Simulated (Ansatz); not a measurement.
The inner images of a band of H3MgNOSi (7 atoms, charge 0, multiplicity 1) are given out of order.

Theory: Ansatz, RKS PBE0-D4/def2-SVP.

Image 0:

```xyz
7
Properties=species:S:1:pos:R:3
O -1.194 1.599 1.262
Si -0.048 0.434 1.025
N 0.265 -0.362 -0.304
Mg 0.814 -1.426 -1.749
H -1.723 1.798 0.480
H 0.594 0.337 2.357
H 1.294 -2.379 -3.070
```

Image 8:

```xyz
7
Properties=species:S:1:pos:R:3
O -1.357 1.535 0.690
Si -0.131 0.437 0.828
N 0.422 -0.511 -0.304
Mg 0.906 -1.533 -1.802
H -1.569 2.035 1.486
H 0.354 0.516 2.235
H 1.374 -2.478 -3.132
```

Problem. Put them in order from the first end to the last, with their energies above the first end.
A.
```xyz
7
Properties=species:S:1:pos:R:3
O -1.151 1.713 0.694
Si -0.081 0.467 0.855
N 0.413 -0.485 -0.301
Mg 0.899 -1.512 -1.794
H -1.797 1.887 1.384
H 0.357 0.401 2.278
H 1.360 -2.471 -3.115
```
B.
```xyz
7
Properties=species:S:1:pos:R:3
O -1.121 1.670 1.265
Si -0.063 0.438 0.977
N 0.190 -0.394 -0.344
Mg 0.824 -1.461 -1.757
H -1.803 1.853 0.611
H 0.586 0.297 2.301
H 1.388 -2.403 -3.054
```
C.
```xyz
7
Properties=species:S:1:pos:R:3
O -1.033 1.761 1.172
Si -0.060 0.447 0.949
N 0.229 -0.434 -0.331
Mg 0.845 -1.479 -1.768
H -1.894 1.839 0.753
H 0.518 0.278 2.304
H 1.395 -2.413 -3.078
```
D.
```xyz
7
Properties=species:S:1:pos:R:3
O -1.260 1.622 0.672
Si -0.098 0.460 0.834
N 0.450 -0.471 -0.315
Mg 0.910 -1.519 -1.800
H -1.688 1.952 1.467
H 0.338 0.452 2.259
H 1.347 -2.496 -3.117
```
E.
```xyz
7
Properties=species:S:1:pos:R:3
O -0.984 1.821 1.032
Si -0.063 0.454 0.927
N 0.270 -0.458 -0.319
Mg 0.862 -1.488 -1.777
H -1.937 1.820 0.924
H 0.457 0.273 2.305
H 1.395 -2.422 -3.093
```
F.
```xyz
7
Properties=species:S:1:pos:R:3
O -0.986 1.833 0.879
Si -0.071 0.458 0.906
N 0.312 -0.474 -0.310
Mg 0.879 -1.491 -1.785
H -1.920 1.826 1.105
H 0.392 0.276 2.308
H 1.394 -2.428 -3.103
```
G.
```xyz
7
Properties=species:S:1:pos:R:3
O -1.052 1.788 0.767
Si -0.074 0.463 0.882
N 0.360 -0.488 -0.300
Mg 0.887 -1.502 -1.790
H -1.876 1.849 1.257
H 0.373 0.334 2.296
H 1.381 -2.444 -3.111
```

Solution. B (+0.5 kcal/mol), C (+2.9 kcal/mol), E (+5.6 kcal/mol), F (+6.7 kcal/mol), G (+6.0 kcal/mol), A (+4.7 kcal/mol), D (+3.5 kcal/mol).

Time of the run: 4.2 min on 1 thread of Arm Neoverse V2, on a shared host, peak memory 0.25 GiB.
